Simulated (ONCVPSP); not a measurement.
## What one change does to a pseudopotential (scandium, ONCV)

scandium, optimised norm-conserving Vanderbilt (ONCV), made with ONCVPSP 4.0.1 (LDA (Perdew-Wang 92), scalar-relativistic). Core [Ne], reference 3s2 3p6 3d1 4s1.5 4p0.5. Waves: 3s+4s: rc 2.05 bohr, ncon 3, nbas 6, qcut 5.2 1/bohr, 3 projectors, debl 1.5 Ha; 3p+4p: rc 2.00 bohr, ncon 4, nbas 8, qcut 8.3 1/bohr, 2 projectors; 3d: rc 1.35 bohr, ncon 4, nbas 9, qcut 6.4 1/bohr, 3 projectors, debl 1.6 Ha. Local part: polynomial inside 0.95 bohr (lpopt 5, dvloc0 0 Ha). Core correction: none.

Change: all radii scaled by about 1.10 (s 2.26, p 2.20, d 1.48 bohr); local potential polynomial inside 1.04 bohr (lpopt 5, dvloc0 0 Ha).

Cutoffs: the cutoffs (Ha) at which the residual kinetic energy of the hardest occupied pseudo-wave falls to 1 and 0.1 mHa per electron; they do not see the model core or the augmentation charge, which bear on the density cutoff. Errors are all-electron minus pseudo energies relative to the spin-unpolarised reference configuration.

**Question.** Predict the effect on cutoff, ghosts and configuration errors.

**Answer.** The potential gets softer (155 Ha and 179 Ha → 119 Ha and 143 Ha); both files keep a bound ghost (d); of the 4 tests that both files solve, the error grows in 2 and shrinks in 0 by more than 15 % and 0.3 meV (median size 1.2 → 1.4 meV). A larger radius leaves more room for a smooth pseudo-wave, so fewer plane waves are needed.

```csv
quantity,base,changed
"cutoff, loose",155 Ha,119 Ha
"cutoff, tight",179 Ha,143 Ha
loose cutoff by channel,"s 6.8 Ha, p 18 Ha, d 155 Ha","s 7.1 Ha, p 17 Ha, d 119 Ha"
bound ghosts,d,d
GHOST(+) flags under 300 eV,s at 204.8 eV,none
"error for 3s2 3p6 3d1 4s2 4p0, meV [ΔE -1.40 eV]",0.0,0.0
"error for 3s2 3p6 3d1 4s1 4p0, meV [ΔE 5.66 eV]",-0.3,-0.3
"error for 3s2 3p6 3d1 4s0 4p0, meV [ΔE 18.61 eV]",-2.1,-2.5
"error for 3s2 3p5 3d1 4s2 4p0, meV [ΔE 38.75 eV]",+5.6,+11
```

 A true bound ghost makes a file unfit for plane-wave use even where its test errors are small: the radial tests pick states by their node count and pass the ghost by.
